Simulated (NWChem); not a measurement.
System: CH2F3Ga; SMILES [GaH2][C](F)(F)F

Excerpt of the output:

```
             Northwest Computational Chemistry Package (NWChem) 7.3.0
             --------------------------------------------------------

 C1  symmetry detected

                             Geometry "geometry" -> ""
                             -------------------------

 Output coordinates in angstroms (scale by  1.889725989 to convert to a.u.)

  No.       Tag          Charge          X              Y              Z
 ---- ---------------- ---------- -------------- -------------- --------------
    1 Ga                  31.0000    -0.00687707    -1.19684474    -0.00766825
    2 C                    6.0000    -0.00631273     0.82648109    -0.00670983
    3 F                    9.0000     0.38289858     1.28694304     1.20041281
    4 F                    9.0000    -1.20518494     1.37410530    -0.25947127
    5 F                    9.0000     0.84906198     1.33605821    -0.91105018
    6 H                    1.0000    -1.38266438    -1.93808943    -0.00211714
    7 H                    1.0000     1.39274957    -1.89256905     0.01106958

 Effective nuclear repulsion energy (a.u.)     359.9778320231

                                 NWChem DFT Module
                                 -----------------

 Summary of "ao basis" -> "ao basis" (spherical)
 ------------------------------------------------------------------------------
       Tag                 Description            Shells   Functions and Types
 ---------------- ------------------------------  ------  ---------------------
 Ga                          3-21g                  10       22   5s4p1d
 C                           3-21g                   5        9   3s2p
 F                           3-21g                   5        9   3s2p
 H                           3-21g                   2        2   2s

            General Information
            -------------------
          SCF calculation type: DFT
          Wavefunction type:  closed shell.
          No. of atoms     :     7
          No. of electrons :    66
           Alpha electrons :    33
            Beta electrons :    33
          Charge           :     0
          Spin multiplicity:     1
          Use of symmetry is: off; symmetry adaption is: off
          Maximum number of iterations: 150
          AO basis - number of functions:    62
                     number of shells:    34
          Convergence on energy requested:  1.00D-06
          Convergence on density requested:  1.00D-05
          Convergence on gradient requested:  5.00D-04

              XC Information
              --------------
                         PBE0 Method XC Functional
                     Hartree-Fock (Exact) Exchange  0.250
          PerdewBurkeErnzerhof Exchange Functional  0.750
            Perdew 1991 LDA Correlation Functional  1.000 local
           PerdewBurkeErnz. Correlation Functional  1.000 non-local

             Grid Information
             ----------------
          Grid used for XC integration:  medium
          Radial quadrature: Mura-Knowles
          Angular quadrature: Lebedev.
          Tag              B.-S. Rad. Rad. Pts. Rad. Cut. Ang. Pts.
          ---              ---------- --------- --------- ---------
          Ga                  1.30      112           7.0       590
          C                   0.70       49           8.0       434
          F                   0.50       49          10.0       434
          H                   0.35       45           8.0       434
          Grid pruning is: on
          Number of quadrature shells:   398
          Spatial weights used:  Erf1

      Superposition of Atomic Density Guess
      -------------------------------------

 Sum of atomic energies:       -2248.82281822

      Non-variational initial energy
      ------------------------------

 Total energy =   -2249.903318
 1-e energy   =   -3862.002715
 2-e energy   =    1252.121566
 HOMO         =      -0.277797
 LUMO         =      -0.010929

     ---------------------------------------------
      Total Density - Mulliken Population Analysis
     ---------------------------------------------

    Atom       Charge   Shell Charges
 -----------   ------   -------------------------------------------------------
    1 Ga  31    30.27   2.00  2.00  6.00  2.00  5.95  0.85  0.88  0.35  0.30  9.95
    2 C    6     4.80   1.99  0.38  0.94  0.78  0.71
    3 F    9     9.51   1.99  0.45  2.56  1.52  2.99
    4 F    9     9.51   1.99  0.45  2.56  1.52  2.99
    5 F    9     9.51   1.99  0.45  2.56  1.52  2.99
    6 H    1     1.20   0.40  0.80
    7 H    1     1.21   0.40  0.80

   convergence    iter        energy       DeltaE   RMS-Dens  Diis-err
 ---------------- ----- ----------------- --------- --------- ---------
 d= 0,ls=0.0,diis     1  -2251.6322820985 -2.61D+03  2.40D-02  1.31D+00
 d= 0,ls=0.0,diis     2  -2251.5835337558  4.87D-02  1.13D-02  2.32D+00
 d= 0,ls=0.0,diis     3  -2251.7951251353 -2.12D-01  9.24D-04  9.55D-03
 d= 0,ls=0.0,diis     4  -2251.7956586843 -5.34D-04  4.29D-04  1.17D-03
 d= 0,ls=0.0,diis     5  -2251.7957762413 -1.18D-04  1.06D-04  3.10D-05
  Resetting Diis
 d= 0,ls=0.0,diis     6  -2251.7957796854 -3.44D-06  2.33D-05  5.94D-06
 d= 0,ls=0.0,diis     7  -2251.7957801168 -4.31D-07  1.60D-05  4.99D-07
 d= 0,ls=0.0,diis     8  -2251.7957801038  1.29D-08  7.31D-06  8.02D-07

         Total DFT energy =    -2251.795780103845
      One electron energy =    -3859.707951059436
           Coulomb energy =     1359.896512893125
    Exchange-Corr. energy =     -111.962173960617
 Nuclear repulsion energy =      359.977832023083

 Numeric. integr. density =       66.000016011497

                       DFT Final Molecular Orbital Analysis
                       ------------------------------------

[...]
```

Level: PBE0/3-21G. Coordinates come from a PBE0/def2-SVP optimisation.

Reconstruct the input file.

This is not unique; one that fits is the input that was run:
```
start job
memory heap 200 mb stack 900 mb global 1100 mb
geometry units angstroms noautoz
  Ga    -0.018806    -1.171119     0.117786
  C     -0.004780     0.830834    -0.175192
  F      0.218342     1.466435     0.993946
  F     -1.153969     1.320035    -0.666234
  F      0.969910     1.215409    -1.018547
  H     -1.387313    -1.922023     0.042973
  H      1.360327    -1.838065     0.428452
end
basis spherical
  * library 3-21g
end
dft
  xc pbe0
  iterations 150
  mulliken
end
task dft energy
```
